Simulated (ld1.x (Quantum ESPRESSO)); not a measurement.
## Reading a pseudo-wave (Rb)

Columns: radius, all-electron u(r) and pseudo u(r) of the 4p shell (level -16.03 eV) of rubidium in the configuration [Ar] 3d10 4s2 4p6 5s1 5p0; LDA (PZ), scalar-relativistic, TM scheme, ld1.x (Quantum ESPRESSO) 7.5.

| r (bohr) | all-electron | pseudo |
| --- | --- | --- |
| 0.130 | 0.1974 | 0.0130 |
| 0.260 | -0.2494 | 0.0520 |
| 0.390 | -0.4057 | 0.1165 |
| 0.520 | -0.2526 | 0.2052 |
| 0.650 | 0.0196 | 0.3152 |
| 0.780 | 0.2922 | 0.4401 |
| 0.910 | 0.5148 | 0.5684 |
| 1.040 | 0.6744 | 0.6847 |
| 1.170 | 0.7749 | 0.7732 |
| 1.300 | 0.8265 | 0.8249 |
| 1.430 | 0.8404 | 0.8401 |
| 1.560 | 0.8269 | 0.8269 |
| 1.690 | 0.7948 | 0.7948 |
| 1.820 | 0.7506 | 0.7506 |
| 1.950 | 0.6995 | 0.6995 |
| 2.080 | 0.6451 | 0.6451 |
| 2.210 | 0.5900 | 0.5900 |
| 2.340 | 0.5361 | 0.5361 |
| 2.470 | 0.4844 | 0.4844 |
| 2.600 | 0.4357 | 0.4357 |
| 2.730 | 0.3905 | 0.3905 |
| 2.860 | 0.3488 | 0.3488 |
| 2.990 | 0.3108 | 0.3108 |
| 3.120 | 0.2763 | 0.2763 |
| 3.250 | 0.2452 | 0.2452 |
| 3.380 | 0.2172 | 0.2172 |

(1) How many radial nodes do the two functions have?

(2) At about which radius was the pseudo-wave matched?

(3) Is the pseudo-wave norm-conserving?

Answers

(1) The all-electron 4p function has n − l − 1 = 2; the pseudo-wave has 0, since the states of the same l below it are removed with the core.

(2) 1.65 bohr. The columns agree to 0.0005 from 1.43 bohr on; several derivatives are matched, so the curves merge somewhat inside the radius.

(3) Yes: the TM scheme keeps the norm inside the radius equal to the all-electron one, which fixes the energy derivative of the logarithmic derivative at the level.
